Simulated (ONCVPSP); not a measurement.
**What one change does to a pseudopotential (tin (Sn), ONCV)**

ONCVPSP 4.0.1 input, shortened (lines: element, Z, core and valence counts, functional; n l f; lmax; l rc ep ncon nbas qcut; lloc lpopt rc5 dvloc0; l nproj debl; icmod fcfact rcfact), LDA (Perdew-Zunger), scalar-relativistic:

```
  Sn 50.00    9    2        3      upf
    1    0    2.00
    2    0    2.00
    2    1    6.00
    3    0    2.00
    3    1    6.00
    3    2   10.00
    4    0    2.00
    4    1    6.00
    4    2   10.00
    5    0    2.00
    5    1    2.00
    1
    0    2.15    0.00    4    9    2.80
    1    1.90    0.00    3    6    5.20
    4    5    1.20   -1.00
    0    1    1.40
    1    3    3.00
    0    0.00    0.00
```

Change: p: debl 0.2.

Cutoffs: the cutoffs (Ha) at which the residual kinetic energy of the hardest occupied pseudo-wave falls to 1 and 0.1 mHa per electron; they do not see the model core or the augmentation charge, which bear on the density cutoff. Errors are all-electron minus pseudo energies relative to the spin-unpolarised reference configuration.

Problem. Predict the effect on cutoff, ghosts and configuration errors.

Solution. The potential gets neither clearly harder nor softer (18 Ha and 49 Ha → 18 Ha and 49 Ha); both files keep a bound ghost (p, s); the errors of the 4 common tests hardly move; the range in which the p phases agree narrows (upper end at the end of the scan → 3.6).

```csv
quantity,base,changed
"cutoff, loose",18 Ha,18 Ha
"cutoff, tight",49 Ha,49 Ha
bound ghosts,"s, p","s, p"
GHOST(+) flags under 300 eV,none,p at 163.4 eV
"error for 5s2 5p1, meV [ΔE 7.10 eV]",+5.2,+5.3
"error for 5s2 5p0, meV [ΔE 21.36 eV]",+56,+56
"error for 5s1 5p0, meV [ΔE 52.81 eV]",+297,+297
"error for 5s1 5p2, meV [ΔE 14.83 eV]",+13,+13
s: phases at 2.18 bohr within 0.05 rad from the reference energy up to (Ha; the scan ends near 5),1.0,1.0
p: phases at 1.92 bohr within 0.05 rad from the reference energy up to (Ha; the scan ends near 5),to the end of the scan,3.6
```

 A true bound ghost makes a file unfit for plane-wave use even where its test errors are small: the radial tests pick states by their node count and pass the ghost by.
